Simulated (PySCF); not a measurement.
Compound: C₆H₁₁N₃Si.
Geometry (GFN2-xTB, Å), atoms numbered from 1 in this order:
```
atom  x, y, z in Å
C1    -1.7534   -1.0561    1.2431
Si2   -0.8080    0.3578    0.3838
C3    -1.7069    0.8945   -1.2107
C4    -0.5145    1.8294    1.5502
C5     0.9051   -0.3370   -0.0856
C6     1.2731   -0.8245   -1.3471
N7     2.4864   -1.2838   -1.5793
C8     3.3087   -1.2592   -0.5340
N9     2.9985   -0.8454    0.6759
N10    1.7999   -0.3813    0.8953
H11   -2.7173   -0.7157    1.6083
H12   -1.9328   -1.8872    0.5665
H13   -1.1933   -1.4364    2.0920
H14   -1.0946    1.5570   -1.8159
H15   -1.9818    0.0439   -1.8276
H16   -2.6213    1.4279   -0.9707
H17    0.1970    1.5623    2.3251
H18   -0.1144    2.6873    1.0173
H19   -1.4356    2.1414    2.0328
H20    0.5778   -0.8430   -2.1760
H21    4.3184   -1.6150   -0.6890
```

Computed at PBE0/pcSseg-1 (PySCF, non-relativistic), with Q(14N) = 0.02044 b: N7, 14N (I = 1): χzz = -5.553 MHz, η = 0.542; N9, 14N (I = 1): χzz = -6.183 MHz, η = 0.192; N10, 14N (I = 1): χzz = -6.649 MHz, η = 0.293.

(1) Find the zero-field quadrupole resonance frequencies of 14N at N7.

(2) Where would the pure quadrupole (NQR) lines of 14N at N9 fall for the rigid, isolated species?

(3) Where would the pure quadrupole (NQR) lines of 14N at N10 fall for the rigid, isolated species?

Answers

(1) From ν± = (3/4)|χ|(1 ± η/3) and ν0 = |χ|η/2: ν+ 4.918 MHz, ν− 3.412 MHz, ν0 1.506 MHz (pyridine-type nitrogen).

(2) From ν± = (3/4)|χ|(1 ± η/3) and ν0 = |χ|η/2: ν+ 4.934 MHz, ν− 4.341 MHz, ν0 0.593 MHz (pyridine-type nitrogen).

(3) From ν± = (3/4)|χ|(1 ± η/3) and ν0 = |χ|η/2: ν+ 5.474 MHz, ν− 4.500 MHz, ν0 0.973 MHz (pyridine-type nitrogen).

In a crystal, neighbours and librations shift these lines. GFN2-xTB bond lengths can be off by several hundredths of an ångström, more for odd bonds, and the gradients follow them. With so small a basis the couplings can be 20 % off.
